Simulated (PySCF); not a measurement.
HLiO, charge +1, doublet, at a GFN2-xTB geometry (such geometries of metal compounds can be far from the true shape) (a state made from the parent by changing its charge; the spin is typed, not shown lowest). Base run: HF/def2-SVP in PySCF.

Here is a job for PySCF.
```python
from pyscf import gto, scf

mol = gto.M(
    atom='''
Li   -0.00000000   -0.00000000   -1.42494255
O     0.00000000    0.00000000    0.36662930
H     0.00000000    0.00000000    1.34179325
''',
    basis='def2-svp',
    charge=1,
    spin=1,
    verbose=5,
)

mf = scf.UHF(mol)
mf.kernel()
```

Each row names what was changed in the base input (with any setting that the change needs).

```csv
change,basis functions,E (Eh),HOMO (eV)
base,28,-82.60070,-21.16
basis = ANO-RCC-VDZP; relativity = spin-free X2C,33,-82.74206,-21.11
basis = cc-pVDZ-DK; relativity = spin-free X2C; nucleus = Gaussian (with nucmod='G'),33,-82.72419,-21.07
basis = cc-pVDZ-DK; relativity = none,33,-82.66728,-21.07
basis = jorge-DZP-DKH; relativity = none,35,-82.67748,-21.10
basis = jorge-DZP-DKH; relativity = spin-free X2C; nucleus = Gaussian (with nucmod='G'),35,-82.73339,-21.09
basis = ANO-RCC-VDZP; relativity = spin-free X2C; nucleus = Gaussian (with nucmod='G'),33,-82.74204,-21.11
basis = ANO-RCC-VDZP; relativity = none,33,-82.68241,-21.12
basis = cc-pVDZ-DK; relativity = spin-free X2C,33,-82.72421,-21.07
basis = jorge-DZP-DKH; relativity = spin-free X2C,35,-82.73340,-21.09
```

Totals shift with the method and basis; they matter in differences.

Open shells are given as the SCF converged; they aren't shown to be the lowest states, and a large step between rows can be another state.

Basis sets contracted for a relativistic Hamiltonian are a mismatch without it, so the rows without relativity aren't non-relativistic limits. No row has spin-orbit coupling; sets with core potentials leave out the core electrons.
